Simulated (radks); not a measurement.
Species: neutral indium. Configuration: [Kr] 4d10 5s2 5p1 (the NIST ground configuration). All-electron calculation, scalar-relativistic Kohn-Sham, LDA (Slater exchange, VWN5 correlation), spin-polarised, spherical densities, point nucleus; open shells are filled with parallel spins first (spin-orbit coupling, left out, can overturn this in heavy ions); hard spherical wall at 3.5 bohr. Program: a radial shooting solver on a logarithmic mesh with Libxc functionals. Some entries of the table are withheld. Estimate them.

| orbital | occ. | eigenvalue (hartree) | <1/r> (bohr^-1) | <r> (bohr) |
|---|---|---|---|---|
| 1s up | 1 | -1018.343 | 51.81 | 0.02974 |
| 1s down | 1 | -1018.341 | 51.81 | 0.02974 |
| 2s up | 1 | -152.1892 | 11.80 | 0.1286 |
| 2s down | 1 | -152.1883 | 11.80 | 0.1286 |
| 2p up | 3 | -136.6438 | 11.37 | 0.1122 |
| 2p down | 3 | -136.6424 | 11.37 | 0.1122 |
| 3s up | 1 | -28.56034 | 4.174 | 0.3493 |
| 3s down | 1 | -28.55868 | 4.174 | 0.3493 |
| 3p up | 3 | -23.46966 | 3.978 | 0.3476 |
| 3p down | 3 | -23.46785 | 3.978 | 0.3476 |
| 3d up | 5 | -15.54163 | 3.751 | 0.3247 |
| 3d down | 5 | -15.53994 | 3.751 | 0.3246 |
| 4s up | 1 | -4.04118 | 1.635 | 0.8494 |
| 4s down | 1 | -4.03755 | 1.635 | 0.8492 |
| 4p up | 3 | -2.52398 | 1.475 | 0.9258 |
| 4p down | 3 | -2.51985 | 1.475 | 0.9251 |
| 4d up | 5 | -0.36095 | 1.127 | 1.186 |
| 4d down | 5 | -0.35218 | 1.133 | 1.179 |
| 5s up | 1 | 0.09375 | 0.6302 | 2.004 |
| 5s down | 1 | 0.12406 | 0.6327 | 1.999 |
| 5p up | 1 | 0.47656 | 0.6047 | 2.103 |
| 5p down | 0 | 0.50872 | 0.6059 | 2.100 |
| 5d up | 0 | (1) | 0.6572 | (2) |
| 5d down | 0 | (3) | 0.6538 | (4) |
| 4f up | 0 | 1.26413 | 0.5622 | 2.024 |
| 4f down | 0 | 1.29245 | 0.5668 | 2.013 |
| 6s up | 0 | (5) | 0.7058 | 2.100 |
| 6s down | 0 | (6) | 0.7052 | 2.102 |

Answer. 
(1) 5d up eigenvalue (hartree): 1.18234
(2) 5d up <r> (bohr): 2.130
(3) 5d down eigenvalue (hartree): 1.21289
(4) 5d down <r> (bohr): 2.134
(5) 6s up eigenvalue (hartree): 2.12777
(6) 6s down eigenvalue (hartree): 2.15039
